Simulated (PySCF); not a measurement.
C₇H₇ (charge +1).
Numbering: `[CH2+:1][c:2]1[cH:3][cH:4][cH:5][cH:6][cH:7]1` (hydrogens: H8, H9 on C1; H10 on C3; H11 on C4; H12 on C5; H13 on C6; H14 on C7)

Structure used (PBE0-D3(BJ)/def2-SVP), in Å, numbered top down from 1:
```
atom  x, y, z in Å
C1     2.2832   -0.1048    0.0606
C2     0.9160   -0.0448   -0.0062
C3     0.1427   -1.2535   -0.1221
C4    -1.2284   -1.1843   -0.1892
C5    -1.8564    0.0751   -0.1429
C6    -1.1293    1.2754   -0.0294
C7     0.2427    1.2269    0.0387
H8     2.8895    0.8032    0.1482
H9     2.8133   -1.0628    0.0283
H10    0.6595   -2.2162   -0.1553
H11   -1.8304   -2.0907   -0.2770
H12   -2.9484    0.1224   -0.1966
H13   -1.6568    2.2305    0.0030
H14    0.8346    2.1418    0.1263
```

Level: PBE0/pcSseg-1 and wB97X-D/def2-SVPD in PySCF, non-relativistic, on one gas-phase PBE0-D3(BJ)/def2-SVP geometry that isn't relaxed in the solvent. The solvent is an IEF-PCM continuum (cavity from Bondi-type radii × 1.2). The model holds no explicit solvent molecules, cavitation or dispersion.

Gas phase at PBE0/pcSseg-1: HOMO -12.97 eV, LUMO -8.96 eV.

What does the continuum do to the energy and the frontier levels at PBE0/pcSseg-1 in acetone and water?

```tsv
solvent	ε	E(solvent) − E(gas) (kcal/mol)	polarisation term (kcal/mol)	distortion of the solute (kcal/mol)	HOMO (eV)	LUMO (eV)
acetone	20.49	-51.55	-51.91	0.36	-8.83	-4.73
water	78.36	-53.52	-53.92	0.40	-8.68	-4.57
```

Polarisation term: ½ Σ q·V over the induced surface charges. Distortion: the rise of the solute's own energy as its density leaves the gas-phase optimum. From acetone to water the lowering changes by a factor 1.04, Born's factor 1 − 1/ε by 1.04 and ε itself by 3.8.

Which radius a makes Born's formula ΔE = −(q²/2a)(1 − 1/ε) give the value in water?

a = q²(1 − 1/ε)/(2|ΔE|) = 3.06 Å, with q = +1 e and |ΔE| = 0.0853 Eh; the farthest nucleus lies 3.00 Å from the centroid of the nuclei. The formula assumes a point charge at the centre of a sphere.

Which Hirshfeld charges (PBE0/pcSseg-1) respond most in acetone (means over atoms taken as equivalent)?

| atoms | environment | gas (e) | solvent (e) | change |
| --- | --- | --- | --- | --- |
| C1 | carbon bonded to C and 2 H | +0.112 | +0.126 | +0.014 |
| C5 | aromatic CH carbon | +0.078 | +0.068 | -0.010 |
| C4/C6 | aromatic CH carbon | +0.002 | -0.007 | -0.009 |
| H8/H9 | hydrogen on carbon | +0.111 | +0.118 | +0.007 |
| H10/H14 | aromatic hydrogen | +0.093 | +0.097 | +0.004 |
| H11/H13 | aromatic hydrogen | +0.092 | +0.089 | -0.003 |
| H12 | aromatic hydrogen | +0.101 | +0.099 | -0.002 |
| C2 | substituted aromatic carbon | +0.027 | +0.027 | 0.000 |

Which Mayer bond orders change most in acetone?

| bond | length (Å) | gas | solvent | change |
| --- | --- | --- | --- | --- |
| C6–C7 | 1.375 | 1.538 | 1.521 | -0.017 |
| C3–C4 | 1.375 | 1.538 | 1.522 | -0.016 |
| C2–C3 | 1.440 | 1.139 | 1.148 | +0.009 |
| C7–C2 | 1.440 | 1.139 | 1.148 | +0.009 |
| C1–H8 | 1.095 | 0.926 | 0.919 | -0.007 |
| C1–H9 | 1.095 | 0.926 | 0.919 | -0.007 |
| C4–H11 | 1.092 | 0.949 | 0.955 | +0.006 |
| C6–H13 | 1.092 | 0.949 | 0.955 | +0.006 |

Gas phase at wB97X-D/def2-SVPD: HOMO -14.69 eV, LUMO -7.22 eV.

What does the continuum do to the energy and the frontier levels at wB97X-D/def2-SVPD in acetone and water?

```csv
solvent,ε,E(solvent) − E(gas) (kcal/mol),polarisation term (kcal/mol),distortion of the solute (kcal/mol),HOMO (eV),LUMO (eV)
acetone,20.49,-51.34,-51.75,0.41,-10.55,-2.99
water,78.36,-53.30,-53.76,0.46,-10.40,-2.83
```

How does the static polarisability (wB97X-D/def2-SVPD, frozen core, with the continuum's full static response) change?

```json
{"medium": "gas", "isotropic (au)": "78.5", "principal values (au)": "42.0, 78.9, 114.7", "⟨r²⟩ of the electrons (bohr²)": "648.3"}
{"medium": "acetone", "isotropic (au)": "112.7", "principal values (au)": "56.8, 111.1, 170.4", "⟨r²⟩ of the electrons (bohr²)": "648.0"}
{"medium": "water", "isotropic (au)": "115.4", "principal values (au)": "58.2, 113.5, 174.4", "⟨r²⟩ of the electrons (bohr²)": "648.0"}
```

The isotropic value in water is 1.47 times the gas-phase one; no cavity-field correction is applied. ⟨r²⟩ is taken about the centre of nuclear charge.

wB97X-D is run here without its empirical dispersion term; that term would change no orbital, density or response property at a fixed geometry.
